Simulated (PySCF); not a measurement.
## Two-component Hartree-Fock for As⁺ (arsenic, charge +1)

Start: [Ar] 3d10 4s2 4p1 5s1; 4p3/2 filled at m_j = +3/2; 5s1/2 filled at m_j = +1/2. Calculated with PySCF 2.14 in x2c-SVPall-2c with one added diffuse shell each of s, p, d type (6s7p4d, 47 functions): generalised Hartree-Fock with the X2C-1e Hamiltonian and a Gaussian nucleus; one run each with spin-orbit coupling (SO) switched off, then screened by Boettger's factors. This is a chosen level, not necessarily the ground level.

```
spinor shell  electrons  ε, spin-free (eV)  ε, screened SO (eV)  weight of nominal j (screened SO)  rms radius, screened SO (bohr)
       1s1/2          2           -11955.9             -11955.8                              1.000                          0.0525
       2s1/2          2            -1587.0              -1587.0                              1.000                           0.219
       2p1/2          2            -1389.0              -1414.1                              1.000                           0.194
       2p3/2          4            -1389.0              -1376.9                              1.000                           0.197
       3s1/2          2            -240.74              -240.78                              1.000                           0.640
       3p1/2          2            -176.97              -180.61                              0.999                           0.661
       3p3/2          4            -176.97              -175.26                              1.000                           0.670
       3d3/2          4            -71.856              -72.363                              0.980                           0.745
       3d5/2          6            -71.856              -71.589                              0.987                           0.750
       4s1/2          2            -31.680              -31.701                              0.999                            1.98
       4p3/2          1            -21.834              -21.709                              1.000                            2.40
       5s1/2          1             -8.435               -8.440                              0.999                            5.30
```

| quantity | spin-free | screened SO |
| --- | --- | --- |
| E (hartree) | -2257.91559 | -2257.98781 |
| M_J | 2 | 2 |
| ⟨J²⟩ | 6.013 | 6.013 |
| ⟨L²⟩ | 2.011 | 2.012 |
| ⟨S²⟩ | 2.002 | 2.004 |

Each row is a mean over spinors that exchange with the open shell spreads, by up to 2.999 eV (4s1/2).

Without spin-orbit coupling the j labels of p, d and f shells carry no meaning; the spin-free column gives the mean over the occupied spinors of each nl shell.
